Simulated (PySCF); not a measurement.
# Excitation energy of F by level of theory

F [He] 2s2 2p5 (2P) → F [He] 2s1 2p6 (2S), as a difference of total energies. Computed with PySCF 2.14 in aug-cc-pwCVDZ (5s4p2d, 27 functions), with no relativity, point nucleus. Correlated levels: valence: 1s2 frozen; valence and next inner shell: nothing frozen. The calculations carry no spin-orbit coupling.

```json
{"method": "UHF", "excitation energy (eV)": "23.954"}
{"method": "LDA", "excitation energy (eV)": "18.347"}
{"method": "PBE", "excitation energy (eV)": "18.997"}
{"method": "PBE0", "excitation energy (eV)": "20.253"}
{"method": "r2SCAN", "excitation energy (eV)": "20.708"}
{"method": "revPBE", "excitation energy (eV)": "19.137"}
{"method": "M06-L", "excitation energy (eV)": "20.860"}
{"method": "MN15", "excitation energy (eV)": "18.913"}
{"method": "PBEsol", "excitation energy (eV)": "18.808"}
{"method": "MP2 (valence)", "excitation energy (eV)": "22.034"}
{"method": "SCS-MP2 (valence)", "excitation energy (eV)": "21.895"}
{"method": "MP2 (valence and next inner shell)", "excitation energy (eV)": "21.967"}
{"method": "SCS-MP2 (valence and next inner shell)", "excitation energy (eV)": "21.854"}
```

**Question.** How much does correlation contribute at MP2 (valence and next inner shell)?

**Answer.** 21.967 − (23.954) = -1.987 eV, measured against UHF.

A first-order spin-orbit estimate (lowest level to lowest level, LS coupling) adds 0.016 eV.

The upper state lies above the first ionisation limit, where it may autoionise and the basis confines it.
